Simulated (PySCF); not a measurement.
Job file and geometry (Å, from GFN2-xTB) of an NMR shielding run on SMILES C[SiH2]P1CC=C([SiH3])C1, C5H13PSi2, GIAO PBE0/pcSseg-1 NMR shielding, non-relativistic, gas phase (PySCF 2.14.0, density-fitted response routines); density fitting, a coarse starting grid and PySCF grid level 2 are the driver's defaults:

```
$ OMP_NUM_THREADS=1 python probes_run.py task.json out

{"job": {"kind": "nmr", "xc": "PBE0", "basis": "pcSseg-1"}, "charge": 0, "multiplicity": 1}
C      2.874676     1.531145    -0.290989
Si     2.003562     0.037276     0.494176
P      0.801105    -0.962551    -1.119941
C     -0.075265    -2.199760    -0.031145
C     -1.174876    -1.440153     0.642640
C     -1.497805    -0.253079     0.143466
Si    -2.847420     0.883883     0.782599
C     -0.695882     0.155097    -1.060704
H      3.386054     1.248729    -1.206539
H      3.610865     1.944562     0.389752
H      2.172011     2.321933    -0.537441
H      2.993752    -0.947011     0.956608
H      1.242623     0.490088     1.670861
H     -0.492830    -3.002820    -0.651435
H      0.618546    -2.662974     0.674344
H     -1.680718    -1.889820     1.483681
H     -3.505101     0.256431     1.927401
H     -2.235000     2.155324     1.182984
H     -3.815913     1.135110    -0.288654
H     -1.292547     0.009791    -1.968838
H     -0.398758     1.205741    -1.038591
```

**Question.** What does the program print?

**Answer.** 
```
coarse grid: 18368 points
cycle   1  E = -1117.9066577635  dE =  6.673e-01  |g| = 4.434e-01  |ddm| = 4.167e+00
cycle   2  E = -1117.8878214207  dE =  1.884e-02  |g| = 5.143e-01  |ddm| = 8.839e-01
cycle   3  E = -1117.9575096063  dE = -6.969e-02  |g| = 6.140e-02  |ddm| = 5.507e-01
cycle   4  E = -1117.9581998315  dE = -6.902e-04  |g| = 3.680e-02  |ddm| = 1.143e-01
cycle   5  E = -1117.9585410825  dE = -3.413e-04  |g| = 1.015e-02  |ddm| = 4.400e-02
cycle   6  E = -1117.9585649313  dE = -2.385e-05  |g| = 3.744e-03  |ddm| = 1.362e-02
cycle   7  E = -1117.9585685205  dE = -3.589e-06  |g| = 4.201e-04  |ddm| = 3.839e-03
final grid: 161656 points
cycle   8  E = -1118.0061216235  dE = -3.280e-05  |g| = 8.300e-03  |ddm| = 3.400e-02
cycle   9  E = -1118.0061098893  dE =  1.173e-05  |g| = 1.063e-02  |ddm| = 1.715e-02
cycle  10  E = -1118.0061395184  dE = -2.963e-05  |g| = 7.208e-04  |ddm| = 1.063e-02
cycle  11  E = -1118.0061396276  dE = -1.092e-07  |g| = 3.271e-04  |ddm| = 1.214e-03
cycle  12  E = -1118.0061396540  dE = -2.639e-08  |g| = 1.041e-04  |ddm| = 3.843e-04
cycle  13  E = -1118.0061396565  dE = -2.532e-09  |g| = 3.545e-05  |ddm| = 1.384e-04
cycle  14  E = -1118.0061396568  dE = -3.297e-10  |g| = 4.694e-06  |ddm| = 3.678e-05
converged SCF energy = -1118.0061396568

GIAO shielding tensors (ppm)
atom      isotropic    diamagn.    paramagn.     s11        s22        s33       span
  0 C      195.236     252.900     -57.664    188.707    197.667    199.333     10.626
  1 Si     391.448     881.608    -490.160    353.643    375.713    444.988     91.345
  2 P      416.725     968.117    -551.392    299.638    451.626    498.912    199.274
  3 C      151.276     256.908    -105.633    121.963    151.985    179.879     57.916
  4 C       32.462     254.932    -222.470    -77.085     45.713    128.758    205.843
  5 C       43.616     261.065    -217.448    -58.025     33.409    155.465    213.489
  6 Si     426.439     880.711    -454.272    392.560    417.507    469.251     76.691
  7 C      150.656     254.433    -103.777    120.590    148.474    182.903     62.313
  8 H       31.538      29.770       1.768     26.510     29.435     38.670     12.160
  9 H       31.488      28.097       3.391     26.371     27.839     40.254     13.883
 10 H       31.587      32.244      -0.658     26.286     30.607     37.868     11.582
 11 H       27.745      30.784      -3.039     23.737     26.241     33.256      9.519
 12 H       27.567      30.964      -3.397     23.264     28.119     31.318      8.054
 13 H       28.673      30.860      -2.187     23.415     26.180     36.422     13.007
 14 H       29.194      32.409      -3.215     24.867     27.262     35.452     10.585
 15 H       25.136      32.749      -7.613     22.132     25.809     27.466      5.335
 16 H       27.421      28.810      -1.389     23.501     26.151     32.611      9.110
 17 H       27.556      29.265      -1.709     24.024     26.638     32.006      7.982
 18 H       27.528      28.614      -1.086     24.098     25.661     32.825      8.726
 19 H       28.714      31.896      -3.182     23.072     27.304     35.765     12.693
 20 H       29.326      34.308      -4.982     24.655     29.168     34.156      9.501
```

Size and cost of the density-fitted run: 222 basis functions, 40 s wall time on 1 thread of an Arm Neoverse V2, shared host; peak memory 1.1 GiB.
